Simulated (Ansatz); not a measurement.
Cost and result for the atomization energy of `O/C(=C\F)[SiH2]F` (10 atoms, 9 bonds).

```xyz
10

O    -1.1557    0.2646   -1.2849
C    -0.3979   -0.0469   -0.1983
C    -0.8359   -0.7926    0.8108
F    -2.0913   -1.2842    0.7928
Si    1.3302    0.6469   -0.2037
F     2.0267    0.1589    1.1519
H    -2.0269   -0.1386   -1.1881
H    -0.2669   -1.0613    1.6884
H     2.1090    0.1256   -1.3503
H     1.3088    2.1275   -0.2186
```

Charge 0, multiplicity 1. All single points use the PBE0-D4/def2-TZVP geometry. It is one conformer, not always the lowest. Program: Ansatz. All runs use 4 threads of an Arm Neoverse V2 on a shared host. Times are those of one run each, without the atoms' runs, and a repeat can differ threefold. Electronic energies, without spin–orbit coupling; frozen cores. CCSD(T)/CBS adds CCSD(T) − MP2 in def2-TZVPP to the MP2 limit, and its time is that of the two runs behind it. T1 = 0.013. B3LYP takes the VWN-RPA correlation (the form of Gaussian; ORCA's B3LYP/G).

CCSD(T)/CBS is a level of theory with its own doubt, some kJ/mol a heavy atom from the limit and from the frozen cores, so smaller differences don't rank the functionals.

| level | functions | wall time |
| --- | --- | --- |
| PBE-D4/def2-TZVPP (with forces) | 253 | 2.1 s |
| PBE0-D4/def2-TZVPP | 253 | 2.4 s |
| B3LYP-D4/def2-TZVPP (with forces) | 253 | 3.7 s |
| r2SCAN-D4/def2-TZVPP (with forces) | 253 | 4.2 s |
| B2PLYP/def2-TZVPP | 253 | 4.9 s |
| ωB97X-V/def2-TZVPP | 253 | 6.5 s |
| ωB97M-V/def2-TZVPP (with forces) | 253 | 11 s |
| MP2/def2-QZVPP | 475 | 19 s |
| CCSD(T)/def2-TZVPP | 253 | 3.1 min |
| CCSD(T)/CBS(def2) | – | 3.4 min |

What atomization energy does each give, and how far from CCSD(T)/CBS? (An estimate is asked.)

Computed: 
```tsv
level	atomization (kcal/mol)	difference from CCSD(T)/CBS	per bond
PBE-D4/def2-TZVPP (with forces)	968.4	25.0	2.8
PBE0-D4/def2-TZVPP	940.9	-2.5	-0.3
B3LYP-D4/def2-TZVPP (with forces)	939.1	-4.3	-0.5
r2SCAN-D4/def2-TZVPP (with forces)	945.8	2.4	0.3
B2PLYP/def2-TZVPP	931.6	-11.8	-1.3
ωB97X-V/def2-TZVPP	944.3	0.9	0.1
ωB97M-V/def2-TZVPP (with forces)	944.5	1.1	0.1
MP2/def2-QZVPP	960.5	17.1	1.9
CCSD(T)/def2-TZVPP	915.3	-28.1	-3.1
CCSD(T)/CBS(def2)	943.4	0.0	0.0
```

The D4 term adds +7.5 kcal/mol with B3LYP and +3.9 kcal/mol with PBE0; it sums over pairs of atoms, weighted by their polarisabilities, and B3LYP, whose exchange is more repulsive, gets the larger term. From PBE to PBE0 (25 % exact exchange), in def2-TZVPP and without D4, the atomization energy moves by −26.7 kcal/mol: exact exchange takes away binding that semilocal exchange gives to molecules. In def2-TZVPP, CCSD(T) changes the Hartree–Fock value by +248.6 kcal/mol (the triples alone add +17.2 kcal/mol) and MP2 by +277.0 kcal/mol; breaking electron pairs costs correlation energy, which Hartree–Fock lacks.
